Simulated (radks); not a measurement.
Values are calculated unless marked as measured or tabulated.
Spin polarisation of the 3d8 shell in Cu3+. Start: [Ar] 3d(up 4, down 4); electrons of 3d are moved from spin down to spin up, other shells keep equal spins. Level of theory: scalar-relativistic Kohn-Sham, SCAN, spin-polarised, spherical densities, finite nucleus; meta-GGA in the generalised Kohn-Sham scheme; Fermi nuclear charge, rms radius of each element as measured or else 0.836 A^(1/3) + 0.57 fm (a radial shooting solver on a logarithmic mesh with Libxc functionals).

| moment (Bohr magnetons) | E - E(0) (eV) | e(3d up) (eV) | e(3d down) (eV) | 3p down minus up (eV) | 3s down minus up (eV) |
|---|---|---|---|---|---|
| 0 | 0.000 | -49.083 | -49.083 | 0.000 | 0.000 |
| 0.5 | -0.094 | -49.459 | -48.687 | 0.796 | 0.800 |
| 1 | -0.366 | -49.817 | -48.273 | 1.592 | 1.600 |
| 1.5 | -0.854 | -50.157 | -47.840 | 2.388 | 2.402 |
| 2 | -1.529 | -50.478 | -47.386 | 3.187 | 3.204 |

At moment 2 the spin-polarisation energy is -1.529 eV and the 3d exchange splitting 3.091 eV, that is 1.546 eV per Bohr magneton; E = -I m^2/4 would give I = 1.529 eV.
